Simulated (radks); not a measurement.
Valence configurations of Ru III (all share [Kr]). All-electron calculation, scalar-relativistic Kohn-Sham, SCAN, spin-polarised, spherical densities, finite nucleus; open shells are filled with parallel spins first (spin-orbit coupling, left out, can overturn this in heavy ions); meta-GGA in the generalised Kohn-Sham scheme; Fermi nuclear charge, rms radius 4.4809 fm. Program: a radial shooting solver on a logarithmic mesh with Libxc functionals. Energies are relative to 4d6; eigenvalues in eV for spin up.

| valence | E (eV) | moment (Bohr magnetons) | e(4d) | e(5p) | e(5s) |
|---|---|---|---|---|---|
| 4d6 | 0.000 | 4 | -25.604 | - | - |
| 4d5.5 5s0.5 | 1.179 | 5 | -27.592 | - | -20.674 |
| 4d5 5s1 | 2.081 | 6 | -29.548 | - | -22.011 |
| 4d5 5p1 | 8.659 | 6 | -30.637 | -15.943 | - |
| 4d4 5s2 | 13.681 | 4 | -32.998 | - | -23.161 |
| 4d4 5s1 5p1 | 17.481 | 6 | -34.066 | -17.379 | -24.319 |
| 4d4 5p2 | 24.459 | 6 | -35.073 | -17.955 | - |
| 4d3.5 5s1 5p1.5 | 26.126 | 6 | -36.264 | -18.366 | -25.606 |

NIST lists [Kr] 4d6 as the ground configuration; this level of theory agrees among the configurations tried. The energies are those of spherical high-spin densities, not of single terms. No valid solution was reached for [Kr] 4d4.5 5s1.5.
